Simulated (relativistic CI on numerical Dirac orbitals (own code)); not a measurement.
**Racah parameters of the free ion Co VIII from its measured terms**

Problem. The configuration 3s2 3p6 3d2 of Co VIII has the measured levels 3F: 0.0 (J = 2), 1430.0 (J = 3), 3144.0 (J = 4); 3P: 22304.0 (J = 0), 22839.0 (J = 1), 24055.0 (J = 2); 1D: 19624.0 (J = 2) cm⁻¹ (Sugar and Corliss, J. Phys. Chem. Ref. Data 10, 1097 (1981)). Find B and C, and predict the term 1G.

Working.
1. Centres of gravity, weighted by 2J + 1: 3F 1824.1, 3P 23455.1, 1D 19624.0 cm⁻¹.
2. 3P − 3F = 15B gives B = 21631.0/15 = 1442 cm⁻¹.
3. 1D − 3F = 5B + 2C gives C = (17799.9 − 7210.3)/2 = 5295 cm⁻¹, and C/B = 3.67.
4. 1G − 3F = 12B + 2C = 27894 cm⁻¹.

Check. The measured centre of 1G lies 30536 cm⁻¹ above that of 3F, so the two-parameter theory misses by -2642 cm⁻¹; fits add the Trees term αL(L + 1) for such residues. In a CI calculation the 1D level holds 8 % of 3s2 3p6 3d2 3P, a mixing that shifts it and so biases the parameters. The calculated radial integrals (Dirac-KLI orbitals, unscaled: F² = 130463, F⁴ = 82890 cm⁻¹) give B = F²/49 − 5F⁴/441 = 1723 and C = 35F⁴/441 = 6579 cm⁻¹, so the measured B is 84 % and C 80 % of them. A complex lowers B further; the nephelauxetic ratio is taken against the free-ion value found here.
